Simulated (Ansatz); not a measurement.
`CCB(C)N` + `[CH3][GaH][SeH]` → `[CH3][Ga]([CH3])[SeH]` + `CB(C)N`  (formal exchange of groups at a C–C bond)

Program: Ansatz. Geometries: PBE0-D4/def2-TZVP. ΔE: electronic, gas phase. CCSD(T)/CBS adds triple-zeta CCSD(T) − MP2 to the extrapolated MP2 energy (def2 sets, frozen cores). DFT in def2-TZVPP. For Ga, Se outer-core shells are correlated without core-valence functions, which leaves a few kJ/mol of doubt a bond. Scalar relativity is left out up to krypton. Each species was taken in one conformer, which may not be the lowest.

CCSD(T)/CBS gives -12.0 kcal/mol.

Question: Another level gave -11.6 kcal/mol. Which?
A. B97M-V/def2-TZVPP
B. r2SCAN-D4/def2-TZVPP
C. MP2/def2-TZVPP
D. ωB97X-V/def2-TZVPP

Answer: B. r2SCAN-D4 -11.6, B97M-V -9.4, ωB97X-V -10.5, MP2/def2-TZVPP -12.6 kcal/mol.

Largest T1 diagnostic among the species: 0.011.

At CCSD(T), def2-SVP lies +3.9 kcal/mol from the extrapolated value and def2-TZVPP +0.3 kcal/mol. In def2-TZVPP, CCSD(T) changes the Hartree–Fock value by −1.8 kcal/mol (the triples alone add −0.2 kcal/mol) and MP2 by −2.8 kcal/mol.

CCSD(T)/CBS has its own doubt, a few kJ/mol and more with outer-core shells, so smaller differences from it don't rank the levels.
